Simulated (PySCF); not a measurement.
Compound: C6H13FOSi2.
SMILES with atom numbers: `[CH3:1][CH:2]([CH3:3])[Si@@H:4]([F:5])[C@@H:6]1[O:7][CH:8]=[CH:9][SiH2:10]1`

Cartesian coordinates in Å at the GFN2-xTB level; atoms count from 1:
```
atom  x, y, z in Å
C1    -2.7942    0.5734   -0.7379
C2    -1.4310    0.3669   -0.0763
C3    -1.6156   -0.0439    1.3848
Si4   -0.3879   -0.8877   -1.0586
F5    -0.4545   -0.4524   -2.6255
C6     1.4605   -0.8133   -0.6261
O7     1.5899   -1.1985    0.7639
C8     2.2463   -0.3004    1.5075
C9     2.7322    0.8323    0.9870
Si10   2.3630    0.8821   -0.8385
H11   -2.6755    0.8964   -1.7688
H12   -3.3691    1.3280   -0.2030
H13   -3.3649   -0.3529   -0.7360
H14   -0.9124    1.3334   -0.0819
H15   -2.1718    0.7193    1.9280
H16   -0.6556   -0.1809    1.8751
H17   -2.1690   -0.9784    1.4520
H18   -0.9387   -2.2379   -1.0424
H19    1.9819   -1.5856   -1.1990
H20    2.3164   -0.6089    2.5430
H21    3.2603    1.5397    1.5977
H22    1.4779    1.9609   -1.2861
H23    3.5069    0.7599   -1.7488
```

Probes without a nucleus sit at each ring's centroid and 1 Å off its mean plane on both sides; NICS is minus the shielding there, NICSzz its component along the normal. Level: GIAO PBE0/pcSseg-1 (PySCF, non-relativistic, gas phase) on the GFN2-xTB geometry, one conformer.

Ring bond lengths (Å), with Mayer bond orders in brackets: C6–O7 1.448 (0.81), O7–C8 1.338 (1.07), C8–C9 1.338 (1.78), C9–Si10 1.863 (0.94), Si10–C6 1.932 (0.85).

Question: Give the NICS values of each ring in ppm.

Answer: 
```
            ring                                                            type  NICS(0)  NICS(1), two faces  NICS(1)zz, two faces  rms pucker (Å)  centre to ring atoms, mean (Å)
C6–O7–C8–C9–Si10  5-membered ring with O and Si; formal bonds 1 double, 4 single     -4.8         -3.3 / -3.5           -5.7 / -6.5            0.01                            1.34
```

Question: What can be read from them?

Answer: 
- C6–O7–C8–C9–Si10: mean NICS(1)zz -6.1 ppm, shielded. C6, Si10 have four or more neighbours, so the value isn't read as a sign of a π ring current.

Question: At the second NICS(1) probe listed for ring C6–O7–C8–C9–Si10, 1 Å off the ring, what do the in-plane components average?

Answer: The isotropic value is a third of the trace: (3 × -3.5 − (-6.5))/2 = -2.0 ppm.

Question: Give the inner angles of the rings and the Hirshfeld charges of the ring atoms.

Answer: 
- C6–O7–C8–C9–Si10: C6 107.3° (-0.131 e), O7 113.5° (-0.102 e), C8 122.0° (+0.042 e), C9 109.4° (-0.202 e), Si10 87.8° (+0.329 e); sum 540.0° against 540° for a flat convex ring.

Question: What are the shieldings of the ring atoms and their hydrogens in the same run (means over atoms taken as equivalent)?

Answer: 
```tsv
atoms	environment	σ isotropic (ppm)	principal values of the symmetric part, first atom (ppm)
C6	sp3 carbon bound to oxygen	125.1	82.3, 97.8, 195.3
O7	cyclic ether oxygen	190.7	74.0, 238.8, 259.3
C8	vinylic carbon bearing oxygen	14.2	-99.3, 48.9, 93.0
C9	alkene CH carbon	96.7	-2.5, 125.1, 167.3
Si10	SiH2 silicon	385.9	360.3, 367.9, 429.4
H19	methine hydrogen	27.32	24.1, 25.8, 32.0
H20	vinylic hydrogen	24.55	22.0, 24.9, 26.7
H21	vinylic hydrogen	26.87	25.3, 26.1, 29.2
H22	Si–H hydrogen	26.75	23.0, 26.3, 31.0
H23	Si–H hydrogen	26.63	23.4, 23.6, 32.9
```
